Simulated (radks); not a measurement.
The numbers below are computed, except where a source is named.
Lu V, 67 electrons, occupied as [Xe] 4f13. Code: a radial shooting solver on a logarithmic mesh with Libxc functionals. Model: Dirac Kohn-Sham, LDA (Slater exchange, Perdew-Wang correlation), spin-unpolarised, spherical densities, point nucleus; open shells are shared between the two j in proportion to 2j + 1. Some entries of the table are withheld. Estimate them.

orbital,occ.,eigenvalue (hartree),<1/r> (bohr^-1)
1s1/2,2,-2321.026,82.18
2s1/2,2,-396.3986,19.88
2p1/2,2,-378.5285,19.85
2p3/2,4,-337.5054,16.95
3s1/2,2,-91.23348,(1)
3p1/2,2,-83.31724,7.204
3p3/2,4,-74.57065,6.458
3d3/2,4,-61.09536,6.350
3d5/2,6,-59.18447,6.171
4s1/2,2,-19.59204,3.059
4p1/2,2,-16.36911,2.950
4p3/2,4,-14.36446,2.688
4d3/2,4,-9.05546,2.470
4d5/2,6,-8.68827,2.407
5s1/2,2,-3.88920,1.174
5p1/2,2,-2.95795,(2)
5p3/2,4,-2.67163,(3)
4f5/2,5.57143,-2.15899,1.901
4f7/2,7.42857,-2.09963,1.873
5d3/2,0,-1.44595,0.7109
5d5/2,0,-1.41647,0.6953
6s1/2,0,-1.27528,0.4990

Answer. 
(1) 3s1/2 <1/r> (bohr^-1): 7.285
(2) 5p1/2 <1/r> (bohr^-1): 1.053
(3) 5p3/2 <1/r> (bohr^-1): 0.9665
